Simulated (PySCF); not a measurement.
A survey of 29Si NMR shifts

[PySCF: NMR shieldings at PBE0/pcSseg-1/GIAO; structure optimised with GFN2-xTB; gas phase; non-relativistic; equivalent nuclei averaged; one conformer]

Shieldings were converted by a linear fit to measured shifts: 29Si: δ = 279.94 − 0.822σ (rms 8.9 ppm, 72 shifts, 25.8 ppm with the 6 outliers that the fit left out vs TMS, solution or neat liquid). A few per cent of atoms miss by over 2 rms, more outside the fitted compound classes.

Q: Give the 29Si shifts of `CCCN1[SiH2]CN[Si@H]1C`, `N[Si@@H](C[SiH3])N1CCCC1`, `C=C([SiH2]N)N(C)CC[SiH3]`, `Cc1cn([SiH3])nn1`.

A: 
```tsv
compound	environment	δ (ppm)
[CH3:1][CH2:2][CH2:3][N:4]1[SiH2:5][CH2:6][NH:7][Si@H:8]1[CH3:9]	Si8: silicon bonded to C, 2 N, H, in a 5-membered ring	-15.3
[CH3:1][CH2:2][CH2:3][N:4]1[SiH2:5][CH2:6][NH:7][Si@H:8]1[CH3:9]	Si5: silicon bonded to C, N, 2 H, in a 5-membered ring	-33.1
[NH2:1][Si@@H:2]([CH2:3][SiH3:4])[N:5]1[CH2:6][CH2:7][CH2:8][CH2:9]1	Si2: silicon bonded to C, 2 N, H	-23.6
[NH2:1][Si@@H:2]([CH2:3][SiH3:4])[N:5]1[CH2:6][CH2:7][CH2:8][CH2:9]1	Si4: silicon bonded to C, 3 H	-72.0
[CH2:1]=[C:2]([SiH2:3][NH2:4])[N:5]([CH3:6])[CH2:7][CH2:8][SiH3:9]	Si3: silicon bonded to C, N, 2 H	-44.5
[CH2:1]=[C:2]([SiH2:3][NH2:4])[N:5]([CH3:6])[CH2:7][CH2:8][SiH3:9]	Si9: silicon bonded to C, 3 H	-68.5
Cc1cn([SiH3])nn1	silicon bonded to N, 3 H	-49.2
```

Q: Order these by 29Si shift, lowest first.
A. C=CSCO[Si](C)(C)C
B. CCO[C@@H]1[C@@H](C)[Si@@H]1SC
C. Cn1ncc([SiH3])n1
D. Cc1ncn([SiH3])n1

A: C (-76.8 ppm, silicon bonded to C, 3 H), B (-64.9 ppm, silicon bonded to 2 C, S, H, in a 3-membered ring), D (-52.0 ppm, silicon bonded to N, 3 H), A (8.4 ppm, silicon bonded to 3 C, O).
